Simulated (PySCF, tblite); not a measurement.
Isomers of C2H9OSi4 (doublet state), one GFN2-xTB conformer each. Single-point energies are computed at B3LYP/pcH-1 (PySCF, gas phase, no added dispersion term), electronic only. GFN2-xTB treats the open shell by occupation alone, and not every SCF solution was tested for stability.

Problem. Rank them by B3LYP/pcH-1 energy, lowest first (kJ/mol).
A. `[H]/[C:1]=[CH:2]\[Si:3]1([OH:4])[SiH2:5][SiH2:6][SiH2:7]1` (doublet state) with C1–C2–Si3–O4 -3°, C2–Si3–O4–H -44°
B. `[CH2:1]=[CH:2][Si@@:3]1([OH:4])[SiH:5][SiH2:6][SiH2:7]1` (doublet state) with C1–C2–Si3–O4 -8°, C2–Si3–O4–H -44°
C. `[CH2:1]=[CH:2][Si:3]1([OH:4])[SiH2:5][SiH:6][SiH2:7]1` (doublet state) with C1–C2–Si3–O4 171°, C2–Si3–O4–H 52°

Solution. B (0.0), C (9.2), A (113.8).

Neighbours under 21 kJ/mol apart (C=C[Si@@]1(O)[SiH][SiH2][SiH2]1 and C=C[Si]1(O)[SiH2][SiH][SiH2]1) can change places with a better method, another conformer or zero-point energy. GFN2-xTB itself gives, in the same order: 0.6, 0.0, 111.1. GFN2-xTB puts C=C[Si]1(O)[SiH2][SiH][SiH2]1 lowest instead; measured from each level's own lowest isomer, the values differ by up to 9.2 kJ/mol (C=C[Si]1(O)[SiH2][SiH][SiH2]1: 0.0 against 9.2).

Problem. What happens when harmonic zero-point energies from GFN2-xTB frequencies are added?

Solution. 
```csv
SMILES,ZPE (kJ/mol),electronic (kJ/mol),with ZPE (kJ/mol)
C=C[Si@@]1(O)[SiH][SiH2][SiH2]1,249.1,0.0,0.0
C=C[Si]1(O)[SiH2][SiH][SiH2]1,247.9,9.2,8.0
[H]/[C]=C\[Si]1(O)[SiH2][SiH2][SiH2]1,235.8,113.8,100.6
```

The zero-point energies span 13.3 kJ/mol. The order is unchanged.

Problem. As an exercise, what shares would exp(−E/RT) give at 2000 K from these electronic energies alone (no entropy, no degeneracies)?

Solution. RT = 16.629 kJ/mol: C=C[Si@@]1(O)[SiH][SiH2][SiH2]1 63.5 %, C=C[Si]1(O)[SiH2][SiH][SiH2]1 36.5 %, [H]/[C]=C\[Si]1(O)[SiH2][SiH2][SiH2]1 0.1 %.
